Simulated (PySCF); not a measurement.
Mo(O)2(Cl)(OSiH3) (ClH3MoO3Si), SMILES [O]=[Mo](=[O])([Cl])[O][SiH3], multiplicity 1. Atoms are numbered in the order given.

```xyz
9

Mo     0.3128    -0.4325     0.0000
O      1.2795    -0.6674     1.3375
O      1.2795    -0.6674    -1.3375
Cl    -1.3723    -1.9556     0.0000
O     -0.3466     1.2839     0.0000
Si    -0.4363     2.9667     0.0000
H      0.2396     3.4751    -1.2252
H      0.2396     3.4751     1.2252
H     -1.8788     3.3312     0.0000
```

Geometry: PBE0-D3(BJ)/def2-SVP. The multiplicity is an assumed one; other spin states were not compared. The def2 effective core potentials stand for the cores of Mo; spin–orbit coupling is left out. Other conformers were not sampled.

Calculation: r2SCAN/def2-TZVP (PySCF).

ESP charges are fitted to the potential on shells at 1.4 to 2.0 van der Waals radii. Atomic charges (e):

```csv
atom,ESP fit,Mulliken,Löwdin
Mo1,0.91,1.77,0.53
O2,-0.33,-0.53,-0.26
O3,-0.33,-0.53,-0.26
Cl4,-0.17,-0.35,0.07
O5,-0.34,-0.68,-0.20
Si6,0.45,0.40,0.22
H7,-0.06,-0.02,-0.04
H8,-0.06,-0.02,-0.04
H9,-0.07,-0.03,-0.04
```
